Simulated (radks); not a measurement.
Task: Tl3+, 78 electrons, occupied as [Xe] 4f14 5d10 (the NIST ground configuration). All-electron calculation, Dirac Kohn-Sham, PBE, spin-unpolarised, spherical densities, finite nucleus; Fermi nuclear charge, rms radius 5.4759 fm. Program: a radial shooting solver on a logarithmic mesh with Libxc functionals. Some entries of the table are withheld. Estimate them.

| orbital | occ. | eigenvalue (Ry) | <r^2> (bohr^2) | <1/r> (bohr^-1) |
|---|---|---|---|---|
| 1s1/2 | 2 | -6281.369 | 0.0003691 | 99.36 |
| 2s1/2 | 2 | -1119.294 | 0.005550 | 24.52 |
| 2p1/2 | 2 | -1074.905 | 0.003911 | 24.49 |
| 2p3/2 | 4 | -923.0976 | 0.005095 | 19.69 |
| 3s1/2 | 2 | -268.7823 | 0.03599 | 8.998 |
| 3p1/2 | 2 | -248.6709 | (1) | 8.912 |
| 3p3/2 | 4 | -214.9227 | (2) | 7.658 |
| 3d3/2 | 4 | -181.5910 | 0.02987 | 7.558 |
| 3d5/2 | 6 | -174.3830 | 0.03159 | 7.276 |
| 4s1/2 | 2 | -61.66115 | 0.1732 | 3.817 |
| 4p1/2 | 2 | -52.97834 | (3) | 3.708 |
| 4p3/2 | 4 | -44.77353 | (4) | 3.274 |
| 4d3/2 | 4 | -30.56853 | 0.2170 | 3.075 |
| 4d5/2 | 6 | -29.03746 | 0.2281 | 2.976 |
| 5s1/2 | 2 | -11.75100 | 0.8647 | 1.570 |
| 4f5/2 | 6 | -10.70321 | 0.2593 | 2.625 |
| 4f7/2 | 8 | -10.36513 | 0.2667 | 2.587 |
| 5p1/2 | 2 | -8.83620 | 0.9999 | 1.446 |
| 5p3/2 | 4 | -7.35026 | 1.207 | 1.287 |
| 5d3/2 | 4 | -3.35803 | 2.002 | 0.9956 |
| 5d5/2 | 6 | -3.18844 | 2.141 | 0.9594 |

Result: 
(1) 3p1/2 <r^2> (bohr^2): 0.03273
(2) 3p3/2 <r^2> (bohr^2): 0.03909
(3) 4p1/2 <r^2> (bohr^2): 0.1760
(4) 4p3/2 <r^2> (bohr^2): 0.2077
